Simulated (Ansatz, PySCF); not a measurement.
Noncovalent pair: NH3 (SMILES N) (first 4 atoms) with SiH4 (SMILES [SiH4]); geometry from B3LYP-D3(BJ)/def2-TZVP, rigid monomers moved along the line of their centres of mass till N1···Si5 is 4.19 Å.
(charge 0, multiplicity 1):
```xyz
9

N      0.070     0.164    -0.007
H     -0.744     0.643     0.360
H      0.038    -0.793     0.325
H      0.890     0.601     0.394
Si    -0.024     0.011     4.183
H      1.211     0.699     3.746
H     -0.058    -0.043     5.663
H     -0.044    -1.366     3.642
H     -1.206     0.754     3.693
```

Interaction energies are E(AB) − E(A) − E(B) at the monomers' geometry in the complex; basis-set methods are counterpoise corrected.

Cores are frozen in the correlated methods. CBS(a, b) extrapolates the correlation energy as X⁻³ and adds the Hartree–Fock energy of set b.

Run with Ansatz (Gaussian basis) for Hartree–Fock, density functionals and correlated methods; PySCF for the dispersion terms. 

PBE/def2-TZVPPD gives -0.44 kcal/mol for the interaction energy.

### Question
How do the other levels lie against it? Give each less PBE: PBE-D3(BJ)/def2-TZVPPD, r2SCAN/def2-TZVPPD, PBE0/def2-TZVPPD, wB97M-V/def2-TZVPPD, MP2/CBS(aug-cc-pV(D+d)Z, aug-cc-pV(T+d)Z), CCSD(T)/CBS(aug-cc-pV(D+d)Z, aug-cc-pV(T+d)Z).

### Answer
PBE-D3(BJ)/def2-TZVPPD -0.55; r2SCAN/def2-TZVPPD -0.14; PBE0/def2-TZVPPD 0.11; wB97M-V/def2-TZVPPD -0.20; MP2/CBS(aug-cc-pV(D+d)Z, aug-cc-pV(T+d)Z) -0.15; CCSD(T)/CBS(aug-cc-pV(D+d)Z, aug-cc-pV(T+d)Z) -0.22 kcal/mol. 1 of 6 lie above PBE; the widest gap is to PBE-D3(BJ)/def2-TZVPPD.

Ansatz is a program for electronic structure.
